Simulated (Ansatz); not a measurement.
Geometry optimisation, RKS PBE0/def2-SVP (Ansatz).

Input:

```yaml
crystal:
  periodic: [false, false, false]
  atoms:
    - { symbol: B, position_ang: [0.0, 0.0, 0.0] }
    - { symbol: F, position_ang: [0.0, 0.0, 1.67] }
    - { symbol: O, position_ang: [1.2211, 0.0, -0.705] }
    - { symbol: H, position_ang: [1.5209, -0.9519, -0.8599] }
    - { symbol: O, position_ang: [-1.2211, 0.0, -0.705] }
    - { symbol: H, position_ang: [-1.7308, -0.8467, -0.4965] }
    - { symbol: P, position_ang: [0.0991, 2.0949, 0.6969] }
    - { symbol: H, position_ang: [0.6595, 2.1347, 2.001] }
    - { symbol: H, position_ang: [0.9104, 2.8515, -0.1895] }
    - { symbol: H, position_ang: [0.0504, 1.0661, 1.6663] }
basis:
  gaussian: { orbitals: def2-SVP }
hamiltonian:
  xc: pbe0
relax:
  f_tol: 0.15
  max_steps: 25
  restrain:
    - { distance: [0, 6], at: 3.11, k: 30.0 }
    - { distance: [9, 1], at: 2.12, k: 30.0 }
    - { distance: [0, 1], at: 1.32, k: 30.0 }
    - { distance: [9, 6], at: 1.42, k: 30.0 }
output:
  orbitals: {}
```

Run as:

```bash
$ ansatz run input.yaml --threads 2 --pin off --max-ram 3072MiB --backend cpu --events-out ev --progress --plain --runs-dir out
```

Task: Where does it end, and by what steps?

Result: It converged. The restraints hold the end off the free minimum. After 14 steps the energy has fallen by 6.305 eV (the restraints' own energy left out); F2 moved furthest, 1.12 Å.

| step | energy less start (eV) | largest force component (eV/Å) | accepted |
| --- | --- | --- | --- |
| 0 | 0.0000 | 6.039 | yes |
| 1 | -1.0214 | 3.749 | yes |
| 2 | -2.1306 | 3.399 | yes |
| 3 | -3.1835 | 2.261 | yes |
| 4 | -4.5454 | 1.844 | yes |
| 5 | -5.3044 | 1.296 | yes |
| 6 | -5.7590 | 0.975 | yes |
| 7 | -5.9261 | 0.631 | yes |
| 8 | -6.0796 | 0.616 | yes |
| 9 | -6.2265 | 0.594 | yes |
| 10 | -6.2734 | 0.563 | yes |
| 11 | -6.2768 | 0.789 | yes |
| 12 | -6.2893 | 0.543 | yes |
| 13 | -6.3016 | 0.484 | yes |
| 14 | -6.3048 | 0.581 | yes |

```xyz
10
Properties=species:S:1:pos:R:3
B 0.025 -0.433 -0.212
F 0.062 -0.918 1.032
O 1.149 -0.401 -0.962
H 1.913 -0.747 -0.493
O -1.135 0.012 -0.741
H -1.874 -0.035 -0.128
P -0.198 2.409 1.050
H 0.723 3.080 1.914
H 0.762 2.249 0.007
H 0.082 1.131 1.613
```

Run time: 34 s on 2 threads of Arm Neoverse V2, on a shared host, peak memory 0.2 GiB.
